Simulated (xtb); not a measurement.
SiF2ClBr, SMILES F[Si](F)(Cl)Br. All values are semi-empirical tight-binding results from xtb (GFN2-xTB unless named), good for trends rather than for accurate numbers. Geometry optimised at GFN2-xTB. The structure was generated by enumeration, and PubChem lists no compound with its InChIKey, so it may never have been made.

Optimised geometry:

```xyz
5

F      1.3269    -0.7122    -1.2359
Si     0.3454    -0.5490     0.0000
F      1.3269    -0.7122     1.2359
Cl    -1.0854    -1.9072     0.0000
Br    -0.2934     1.5122     0.0000
```

The point group as xtb finds it is Cs and the orbital gap is 7.02 eV. The zero-point energy comes out as 5.3 kcal/mol and the G − E(el) at 298.15 K (modified RRHO) is -15.0 kcal/mol. The static polarisability (D4 model) is 72.9 bohr³ and the solvation energy, GFN2-xTB/ALPB(water) is 1.3 kcal/mol. The solvation energy, GFN2-xTB/ALPB(toluene) comes out as -2.1 kcal/mol.

Computed atomic charges and the Wiberg bond orders between heavy atoms:
charges (e) F1 -0.22, Si2 0.65, F3 -0.22, Cl4 -0.15, Br5 -0.05. Bond orders F1–Si2 1.11, Si2–F3 1.11, Si2–Cl4 1.16, Si2–Br5 1.17.
